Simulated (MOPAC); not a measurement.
Input file for MOPAC: PM7 on C2H6Si (SMILES C[Si]C), 2S+1 = 3, a spin state set in the input, which need not be the lowest.

```
PM7 1SCF PRECISE CHARGE=0 UHF MS=1 THREADS=1
C2H6Si

C      1.61787958 1     0.02923489 1     0.41689098 1
Si     0.00397096 1    -0.18933306 1    -0.55736701 1
C     -1.62318469 1     0.22370972 1     0.32773851 1
H      2.47268779 1    -0.24058184 1    -0.20383704 1
H      1.73889184 1     1.06878117 1     0.73102106 1
H      1.62232447 1    -0.61246864 1     1.30129753 1
H     -1.75270966 1    -0.40995517 1     1.20845993 1
H     -2.46881490 1     0.05592505 1    -0.33976375 1
H     -1.63614230 1     1.27129464 1     0.63818345 1
```

The log:

```
*******************************************************************************
 **                                                                           **
 **                              MOPAC v23.2.5                                **
 **                                                                           **
 *******************************************************************************
 ** MOPAC's Digital Object Identifier: https://doi.org/10.5281/zenodo.6511958 **
 **                                                                           **
 ** Please cite the open-source release paper for use of this MOPAC version:  **
 ** J. E. Moussa and J. J. P. Stewart (2026)                                  **
 ** MOPAC: An open-source semiempirical molecular orbital program             **
 ** J. Open Source Softw., 11(119), 8025, https://doi.org/10.21105/joss.08025 **
 *******************************************************************************

                              PM7 CALCULATION RESULTS

 *******************************************************************************
 *  PM7        - The PM7 Hamiltonian to be used
 *  UHF        - UNRESTRICTED HARTREE-FOCK CALCULATION
 *
 *
 *
 *                 CHARGE ON SYSTEM = 0
 *
 *
 *
 *  MS=        - IN MECI, MAGNETIC COMPONENT OF SPIN =  1.0
 *  PRECISE    - TIGHTER CRITERIA TO BE USED
 *  1SCF       - DO 1 SCF AND THEN STOP
 *  THREADS=1  - MULTI-THREADING NOT USED
 *  T=         - A TIME OF 172800.0 SECONDS REQUESTED
 *  DUMP=N     - RESTART FILE WRITTEN EVERY 7200.0 SECONDS REQUESTED
 *******************************************************************************
PM7 1SCF PRECISE CHARGE=0 UHF MS=1 THREADS=1
 C2H6Si

   ATOM   CHEMICAL          X               Y               Z
  NUMBER   SYMBOL      (ANGSTROMS)     (ANGSTROMS)     (ANGSTROMS)

     1       C          1.61787958  *   0.02923489  *   0.41689098  *
     2      Si          0.00397096  *  -0.18933306  *  -0.55736701  *
     3       C         -1.62318469  *   0.22370972  *   0.32773851  *
     4       H          2.47268779  *  -0.24058184  *  -0.20383704  *
     5       H          1.73889184  *   1.06878117  *   0.73102106  *
     6       H          1.62232447  *  -0.61246864  *   1.30129753  *
     7       H         -1.75270966  *  -0.40995517  *   1.20845993  *
     8       H         -2.46881490  *   0.05592505  *  -0.33976375  *
     9       H         -1.63614230  *   1.27129464  *   0.63818345  *



          CARTESIAN COORDINATES

    NO.       ATOM           X           Y           Z

     1         C          1.6179      0.0292      0.4169
     2        Si          0.0040     -0.1893     -0.5574
     3         C         -1.6232      0.2237      0.3277
     4         H          2.4727     -0.2406     -0.2038
     5         H          1.7389      1.0688      0.7310
     6         H          1.6223     -0.6125      1.3013
     7         H         -1.7527     -0.4100      1.2085
     8         H         -2.4688      0.0559     -0.3398
     9         H         -1.6361      1.2713      0.6382

 General Reference for PM7:
 "Optimization of Parameters for Semiempirical Methods VI: More Modifications to the
 NDDO Approximations and Re-optimization of Parameters", J. J. P. Stewart, J. Mol. Mod., 1:32, 19 (2013)
 https://link.springer.com/article/10.1007/s00894-012-1667-x

           Empirical Formula: C2 H6 Si  =     9 atoms



      MOLECULAR POINT GROUP   :   C2v


          UHF CALCULATION, NO. OF ALPHA ELECTRONS =   10
                           NO. OF BETA  ELECTRONS =    8

 -------------------------------------------------------------------------------
 PM7 1SCF PRECISE CHARGE=0 UHF MS=1 THREADS=1
 C2H6Si



     1SCF WAS SPECIFIED, SO BFGS WAS NOT USED
     SCF FIELD WAS ACHIEVED


                              PM7 CALCULATION
                                                       MOPAC v23.2.5 Linux




          FINAL HEAT OF FORMATION =         28.90622 KCAL/MOL =     120.94363 KJ/MOL


          COSMO AREA              =        110.49 SQUARE ANGSTROMS
          COSMO VOLUME            =         99.05 CUBIC ANGSTROMS

          IONIZATION POTENTIAL    =          9.110012 EV
          ALPHA SOMO LUMO (EV)    =         -9.110  1.757
          BETA  SOMO LUMO (EV)    =        -11.564 -0.642
          NO. OF ALPHA ELECTRONS  =         10
          NO. OF BETA  ELECTRONS  =          8
          MOLECULAR WEIGHT        =         58.1549         POINT GROUP:  C2v

          MOLECULAR DIMENSIONS (Angstroms)

            Atom       Atom       Distance
            H     8    H     4     4.95226
           Si     2    H     7     1.84191
            H     5   Si     2     1.55790


          SCF CALCULATIONS        =          1





   ATOM   CHEMICAL          X               Y               Z
  NUMBER   SYMBOL      (ANGSTROMS)     (ANGSTROMS)     (ANGSTROMS)

     1       C          1.61787958  *   0.02923489  *   0.41689098  *
     2      Si          0.00397096  *  -0.18933306  *  -0.55736701  *
     3       C         -1.62318469  *   0.22370972  *   0.32773851  *
     4       H          2.47268779  *  -0.24058184  *  -0.20383704  *
     5       H          1.73889184  *   1.06878117  *   0.73102106  *
     6       H          1.62232447  *  -0.61246864  *   1.30129753  *
     7       H         -1.75270966  *  -0.40995517  *   1.20845993  *
     8       H         -2.46881490  *   0.05592505  *  -0.33976375  *
     9       H         -1.63614230  *   1.27129464  *   0.63818345  *

                             CARTESIAN COORDINATES

   1    C        1.617879580     0.029234890     0.416890980
   2   Si        0.003970960    -0.189333060    -0.557367010
   3    C       -1.623184690     0.223709720     0.327738510
   4    H        2.472687790    -0.240581840    -0.203837040
   5    H        1.738891840     1.068781170     0.731021060
   6    H        1.622324470    -0.612468640     1.301297530
   7    H       -1.752709660    -0.409955170     1.208459930
   8    H       -2.468814900     0.055925050    -0.339763750
   9    H       -1.636142300     1.271294640     0.638183450


           Empirical Formula: C2 H6 Si  =     9 atoms



      MOLECULAR POINT GROUP   :   C2v


          ALPHA EIGENVALUES
 -25.67665 -24.25986 -14.26995 -14.22527 -13.79733 -13.64812 -12.65386 -11.65505
  -9.88856  -9.11001   1.75700   4.63697   5.90462   5.90938   5.92448   5.94134
   7.08026   7.11636  20.54242  20.62305  21.16871  22.16952  22.26330


           BETA EIGENVALUES
 -25.67624 -24.22560 -14.16632 -13.99706 -13.70577 -13.59758 -12.57349 -11.56437
  -0.64202  -0.11404   1.97889   5.05509   5.92370   5.92898   5.95508   5.96042
   7.10287   7.13668  21.36053  21.41630  21.76555  22.60235  22.77257


              NET ATOMIC CHARGES AND DIPOLE CONTRIBUTIONS

  ATOM NO.   TYPE          CHARGE      No. of ELECS.   s-Pop       p-Pop       d-Pop
    1          C          -0.576425        4.5764     1.03605     3.54038
    2         Si           0.157657        3.8423     0.83229     2.88549     0.12456
    3          C          -0.576425        4.5764     1.03605     3.54038
    4          H           0.165038        0.8350     0.83496
    5          H           0.166279        0.8337     0.83372
    6          H           0.166279        0.8337     0.83372
    7          H           0.166279        0.8337     0.83372
    8          H           0.165038        0.8350     0.83496
    9          H           0.166279        0.8337     0.83372
 DIPOLE           X         Y         Z       TOTAL
 POINT-CHG.    -0.001     0.062     0.183     0.194
 HYBRID         0.000    -0.005    -0.016     0.017
 SUM           -0.001     0.057     0.168     0.177


          ATOMIC ORBITAL ELECTRON POPULATIONS

     Atom    s        px        py        pz      x^2-y^2     xz        z^2       yz        xy
    1  C   1.03605   1.19885   1.16909   1.17243
    2 Si   0.83229   0.86622   1.02768   0.99159   0.03028   0.04309   0.01776   0.00970   0.02373
    3  C   1.03605   1.19907   1.16972   1.17159
    4  H   0.83496
    5  H   0.83372
    6  H   0.83372
    7  H   0.83372
    8  H   0.83496
    9  H   0.83372


                    (SZ)    =    1.000000
                    (S**2)  =    2.000792


          ATOMIC ORBITAL SPIN POPULATIONS

    Atom   Total    s     px     py     pz   x^2-y^2  xz     z^2    yz     xy
         Atomic
    1  C -0.0044 -0.000 -0.000  0.002 -0.006
    2 Si  1.9600  0.236  0.023  0.937  0.763 -0.000 -0.001  0.001  0.000 -0.000
    3  C -0.0044 -0.000 -0.000  0.002 -0.005
    4  H  0.0045  0.004
    5  H  0.0099  0.010
    6  H  0.0099  0.010
    7  H  0.0099  0.010
    8  H  0.0045  0.004
    9  H  0.0099  0.010

 **********************
 *                    *
 * JOB ENDED NORMALLY *
 *                    *
 **********************




 == MOPAC DONE ==
```

The run finished.

Cost: very roughly 0.020 core-seconds.
